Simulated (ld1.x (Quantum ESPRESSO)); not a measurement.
**lead (Pb): one change to a TM potential, before and after**

ld1.x (Quantum ESPRESSO) 7.5 input, shortened:

```
&input
   title='Pb', zed=82., rel=1, dft='PBESOL', iswitch=3,
   config='[Xe] 4f14 5d10 6s2 6p1'
 /
 &inputp
   pseudotype=2, tm=.true., lloc=0,
   nlcc=.false.
 /
2
6P  2  1   1.00   0.00  2.75  2.75  0.0
6S  1  0   2.00   0.00  1.45  1.45  0.0
 &test
   configts(1)='6s2 6p1'
 /
```

All-electron outer shells of the reference configuration (PBEsol, scalar-relativistic, ld1.x):

```csv
shell,level (eV),outermost node (bohr),outermost maximum (bohr)
6s,-19.31,1.01,1.95
6p,-9.88,1.18,2.50
```

Change: reference 6s2 6p2.

Cutoffs: the cutoffs (Ry, on a coarse ladder) from which the occupation-weighted sum of valence levels, in a spherical-Bessel basis at the reference potential, stays within 10 and 1 mRy of its value at 400 Ry; they do not see the model core or the augmentation charge, which bear on the density cutoff. Errors are all-electron minus pseudo energies relative to the spin-unpolarised reference configuration.

Q: What does the change do?

A: The potential gets neither clearly harder nor softer (90 Ry and 180 Ry → 90 Ry and 180 Ry); the bound ghost in d disappears.

| quantity | base | changed |
| --- | --- | --- |
| cutoff, loose | 90 Ry | 90 Ry |
| cutoff, tight | 180 Ry | 180 Ry |
| bound ghosts | d | none |
| largest error over its own tests, meV | +191 | +123 |
| s: phases at 3.00 bohr within 0.05 rad from the reference energy up to (Ry; the scan ends near 5) | -0.4 | 0.1 |
| p: phases at 3.00 bohr within 0.05 rad from the reference energy up to (Ry; the scan ends near 5) | 2.5 | 3.0 |

 A true bound ghost makes a file unfit for plane-wave use even where its test errors are small: the radial tests pick states by their node count and pass the ghost by.
